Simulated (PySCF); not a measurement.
Computed shifts of a molecule C2H8O2Si, PySCF with PBE/pcSseg-1, GIAO, gas phase, atoms alike by connectivity averaged where their shifts nearly agree, in ppm (number of nuclei): ²⁹Si: -2.8 (1). ¹³C: 58.2 (1), 0.7 (1). ¹H: 5.70 (1), 4.24 (3), 2.43 (1), 0.71 (3). References: ²⁹Si against TMS (σ = 335.4 ppm); ¹³C against TMS (σ = 182.0 ppm); ¹⁷O against H2O (σ = 334.3 ppm); ¹H against TMS (σ = 31.49 ppm), references at their B3LYP-D3(BJ)/def2-TZVP geometries, non-relativistic. The structure is a stationary point at PBE-D3(BJ)/def2-SVP. One conformer was computed; it need not be the lowest.

Which molecule gave these data?
(A) OCCO[SiH3]
(B) CO[SiH](C)O
(C) C[Si](C)(O)O
(D) OCC[SiH2]O

B, CO[SiH](C)O
